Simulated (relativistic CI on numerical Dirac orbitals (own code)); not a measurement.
# One change at a time: Cd¹⁴⁺

Base calculation: Dirac-Coulomb-Breit CI, KLI orbitals optimised for each configuration, model QED (radiative potential, 1s self-energy scaled to tabulated hydrogen-like ionisation energies), unscaled Slater integrals.

CI space (outside the closed core [Ar] 3d10): 4s2 4p4, 4s 4p5, 4p6, 4s2 4p3 4d, 4s 4p4 4d, 4s2 4p3 4f, 4s 4p4 4f, 4p5 4d, 4s 4p3 4d2, 4s2 4p3 5s, 4s2 4p2 4d 4f, 4s2 4p3 5p, 4p5 4f, 4p5 5s, 4s 4p4 5s, 4s2 4p3 5d, 4s 4p3 4d 5s, 4s 4p4 5p, 4s2 4p2 4f 5s, 4p4 4d 4f, 4s2 4p3 5f, 4s2 4p3 6s, 4s2 4p3 5g, 4s2 4p3 6p, 4s 4p4 5d, 4s 4p3 4f2, 4s2 4p3 6d, 4s2 4p2 4d2, 4s2 4p 4d3, 4s 4p2 4d3, 4s2 4p 4d2 4f, 4s 4p2 4d2 4f, 4s2 4p 4d2 5s, 4p4 4d2, 4p3 4d3, 4p3 4d2 4f, 4p3 4d2 5s, 4s2 4p2 4d 5s, 4s 4p2 4d2 5s, 4s2 4p 4d 4f 5s, 4s 4p2 4d 4f 5s, 4s2 4p 4d 5s2, 4s2 4p2 5s2, 4s 4p2 4d 5s2, 4s2 4p 4f 5s2, 4s 4p2 4f 5s2, 4p4 4d 5s, 4p3 4d 4f 5s, 4p3 4d 5s2. Double excitations out of closed p, d and f shells are left out; levels of such configurations are missing from the list, as are those of other unlisted configurations, and high levels can miss mixing partners. These lack a partner that the ground configuration has and come out too high: 4s2 4p3 5p, 4s2 4p3 5d, 4s 4p4 5p, 4s2 4p3 5f, 4s2 4p3 6s.

The lowest level and the first level of each name with at least 55 % of one term (blank where a level has no safe partner in the second run):

| Level | Base (cm⁻¹) | Shift (cm⁻¹) |
| --- | --- | --- |
| 4s2 4p4 3P_2 | 0 | 0 |
| 4s2 4p4 3P_0 | 29989 | -29989 |
| 4s2 4p4 3P_1 | 54947 | -54947 |
| 4s2 4p4 1D_2 | 75177 | -48492 |
| 4s2 4p4 1S_0 | 149953 | -81475 |
| 4s 4p5 3P°_2 | 361193 | -68318 |
| 4s 4p5 3P°_1 | 388993 | -96118 |
| 4s 4p5 3P°_0 | 419944 | -127069 |
| 4s 4p5 1P°_1 | 468662 | -95827 |
| 4s2 4p3 4d 5D°_3 | 496893 | -41560 |
| 4s2 4p3 4d 5D°_0 | 496980 | -41646 |
| 4s2 4p3 4d 5D°_1 | 500615 | -45282 |
| 4s2 4p3 4d 5D°_4 | 505204 | -49871 |
| 4s2 4p3 4d 3D°_1 | 544135 | -62625 |
| 4s2 4p3 4d 1S°_0 | 547471 | -57325 |
| 4s2 4p3 4d 3F°_3 | 553691 | -62004 |
| 4s2 4p3 4d 3F°_4 | 572282 |  |
| 4s2 4p3 4d 1G°_4 | 582388 | -59536 |
| 4s2 4p3 4d 3G°_5 | 585082 | -71934 |
| 4s2 4p3 4d 3P°_1 | 604428 |  |
| 4s2 4p3 4d 3P°_0 | 606096 | -58239 |
| 4s2 4p3 4d 3D°_2 | 616417 |  |

At this charge energies of transitions that change n are usually good to better than 1 %, and those within a shell (Δn = 0) to a few per cent.

Problem. One thing was changed in a second run, which moved the levels as shown. Which?
A. configuration mixing switched off
B. Breit term removed
C. QED terms removed
D. non-relativistic limit

Solution. D. Non-relativistic limit. Without relativity the fine structure collapses and s electrons lose their extra binding.

LS names give the leading component of a level, which can be under half, so a name can repeat, a term be missing and a line seem to break the LS rules.
